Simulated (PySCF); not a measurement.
How do the members of this family differ from one of them?

PySCF, CAM-B3LYP/def2-SVPD, density fitting, gas phase; each molecule at its own PBE0-D3(BJ)/def2-SVP geometry, one conformer. Singlet excitations by full TDDFT with frozen cores, triplets by Tamm–Dancoff TDDFT and ionisation energies by ΔSCF, from the lowest of the holes tried. 

Torsions of the conformers computed, which needn't be the lowest (atom-mapped SMILES):
- `[F:1][CH2:2][SiH2:3][Se:4][SiH3:5]`: F1–C2–Si3–Se4 -62°, C2–Si3–Se4–Si5 55°
- `[O:1]=[CH:2][NH:3][SiH2:4][Se:5][SiH3:6]`: O1–C2–N3–Si4 0°, C2–N3–Si4–Se5 -65°, N3–Si4–Se5–Si6 81°
- `[SiH3:1][Se:2][SiH2:3][B:4]([Cl:5])[Cl:6]`: Si1–Se2–Si3–B4 72°, Se2–Si3–B4–Cl5 98°
- `[SiH3:1][Se:2][SiH2:3][O:4][GeH3:5]`: Si1–Se2–Si3–O4 50°, Se2–Si3–O4–Ge5 53°
- `[NH2:1][CH2:2][SiH2:3][Se:4][SiH3:5]`: N1–C2–Si3–Se4 -52°, C2–Si3–Se4–Si5 -142°, H–N1–C2–Si3 -58°, H–N1–C2–Si3 61°
- `[N:1]#[C:2][CH2:3][SiH2:4][Se:5][SiH3:6]`: C2–C3–Si4–Se5 63°, C3–Si4–Se5–Si6 -77°
- `[SiH3:1][Se:2][SiH2:3][c:4]1[cH:5][cH:6][cH:7][o:8]1`: Si1–Se2–Si3–C4 180°, Se2–Si3–C4–C5 0°
- `[CH3:1][B:2]([CH3:3])[SiH2:4][Se:5][SiH3:6]`: C1–B2–Si4–Se5 -14°, B2–Si4–Se5–Si6 -175°

Reference: `FC[SiH2][Se][SiH3]`, with HOMO energy -8.25 eV, LUMO energy 0.49 eV, lowest singlet excitation 5.55 eV, lowest triplet excitation 5.14 eV, mean polarisability 97.0 au, dipole moment 1.55 D and vertical ionisation energy 9.03 eV.

Changes against it:

| molecule | Δ HOMO energy (eV) | Δ LUMO energy (eV) | Δ lowest singlet excitation (eV) | Δ lowest triplet excitation (eV) | Δ mean polarisability (au) | Δ dipole moment (D) | Δ vertical ionisation energy (eV) |
| --- | --- | --- | --- | --- | --- | --- | --- |
| NC[SiH2][Se][SiH3] | +0.23 | -0.08 | -0.22 | -0.14 | +10.1 | -0.32 | -0.31 |
| N#CC[SiH2][Se][SiH3] | -0.20 | -0.16 | +0.01 | +0.02 | +11.1 | +1.42 | +0.17 |
| [SiH3][Se][SiH2]c1ccco1 | +0.11 | +0.02 | -0.03 | -1.30 | +35.6 | -0.94 | -0.28 |
| CB(C)[SiH2][Se][SiH3] | +0.24 | -0.86 | -0.80 | -1.13 | +29.9 | +0.17 | -0.30 |

Rows whose labels were lost:

| row | Δ HOMO energy (eV) | Δ LUMO energy (eV) | Δ lowest singlet excitation (eV) | Δ lowest triplet excitation (eV) | Δ mean polarisability (au) | Δ dipole moment (D) | Δ vertical ionisation energy (eV) |
| --- | --- | --- | --- | --- | --- | --- | --- |
| P | +0.03 | -0.06 | -0.08 | -0.12 | +7.9 | +1.77 | -0.06 |
| Q | -0.01 | -1.81 | -1.55 | -1.68 | +28.7 | -0.56 | -0.10 |
| R | -0.01 | -0.04 | -0.01 | +0.05 | +17.6 | -0.04 | -0.03 |

Q: Which row belongs to which of `O=CN[SiH2][Se][SiH3]`, `[SiH3][Se][SiH2]B(Cl)Cl` and `[SiH3][Se][SiH2][O][GeH3]`?

A: P = `O=CN[SiH2][Se][SiH3]`, Q = `[SiH3][Se][SiH2]B(Cl)Cl` and R = `[SiH3][Se][SiH2][O][GeH3]`. P and Q are told apart most clearly by the mean polarisability (+7.9 against +28.7 au); P and R are told apart most clearly by the dipole moment (+1.77 against -0.04 D); Q and R are told apart most clearly by the LUMO energy (-1.81 against -0.04 eV).
